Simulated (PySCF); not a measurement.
## How far are cheaper levels from CCSD(T)/CBS for CaO?

PySCF; the state is a singlet (closed shell). The composite is CCSD(T) extrapolated to the basis-set limit from two correlation-consistent sets, with core-valence (CV) and scalar-relativistic (SR) terms as its label shows; it has no spin–orbit coupling and nothing beyond (T). Here it is CCSD(T)/CBS(DT)+CV. It gives Re = 1.829 Å, ωe = 725 cm⁻¹ and De = 4.09 eV to Ca + O.

```json
{"level": "RHF", "basis": "def2-SVP", "relativity": "no relativity", "Re (Å)": "1.823", "ωe (cm⁻¹)": "859", "De (eV)": "0.16"}
{"level": "RHF", "basis": "aug-pcseg-1", "relativity": "no relativity", "Re (Å)": "1.852", "ωe (cm⁻¹)": "809", "De (eV)": "0.41"}
{"level": "RHF-MP2", "basis": "def2-SVPD", "relativity": "no relativity", "Re (Å)": "1.894", "ωe (cm⁻¹)": "663", "De (eV)": "4.16"}
{"level": "RHF-SCS-MP2", "basis": "def2-SVP", "relativity": "no relativity", "Re (Å)": "1.867", "ωe (cm⁻¹)": "711", "De (eV)": "3.06"}
{"level": "LDA", "basis": "6-31G(d,p)", "relativity": "no relativity", "Re (Å)": "1.785", "ωe (cm⁻¹)": "818", "De (eV)": "6.26"}
{"level": "PBE", "basis": "x2c-SVPall", "relativity": "spin-free X2C", "Re (Å)": "1.826", "ωe (cm⁻¹)": "771", "De (eV)": "4.97"}
{"level": "PBE", "basis": "6-31G(d,p)", "relativity": "no relativity", "Re (Å)": "1.815", "ωe (cm⁻¹)": "777", "De (eV)": "5.32"}
{"level": "PBE", "basis": "aug-pcseg-1", "relativity": "no relativity", "Re (Å)": "1.839", "ωe (cm⁻¹)": "748", "De (eV)": "5.25"}
{"level": "r²SCAN", "basis": "6-31G(d,p)", "relativity": "no relativity", "Re (Å)": "1.808", "ωe (cm⁻¹)": "806", "De (eV)": "4.98"}
{"level": "M06-2X", "basis": "def2-SVP", "relativity": "no relativity", "Re (Å)": "1.806", "ωe (cm⁻¹)": "825", "De (eV)": "3.45"}
```

Problem. Give the difference of each row from the composite.

Solution. 

| level | basis | ΔRe (pm) | Δωe (%) | ΔDe (eV) |
| --- | --- | --- | --- | --- |
| RHF | def2-SVP | -0.6 | +18.5 | -3.93 |
| RHF | aug-pcseg-1 | +2.3 | +11.6 | -3.68 |
| RHF-MP2 | def2-SVPD | +6.5 | -8.6 | +0.07 |
| RHF-SCS-MP2 | def2-SVP | +3.8 | -1.9 | -1.03 |
| LDA | 6-31G(d,p) | -4.4 | +12.8 | +2.17 |
| PBE | x2c-SVPall | -0.3 | +6.3 | +0.88 |
| PBE | 6-31G(d,p) | -1.4 | +7.2 | +1.23 |
| PBE | aug-pcseg-1 | +1.0 | +3.2 | +1.16 |
| r²SCAN | 6-31G(d,p) | -2.1 | +11.2 | +0.89 |
| M06-2X | def2-SVP | -2.3 | +13.8 | -0.64 |

Problem. Which rows come closest in De?

Solution. RHF-MP2 in def2-SVPD (+0.07 eV), counted from the composite.

Correlated steps freeze 6 core orbitals. Correlated levels converge slowly with the basis: in double zeta they bind strong bonds too weakly, by up to about 1 eV, and carry superposition errors of some tenths. Where the molecule has an RHF reference, its open-shell atoms are computed with UHF. The CCSD T1 diagnostic is raised in CaO, a sign that a single reference may not be enough there.
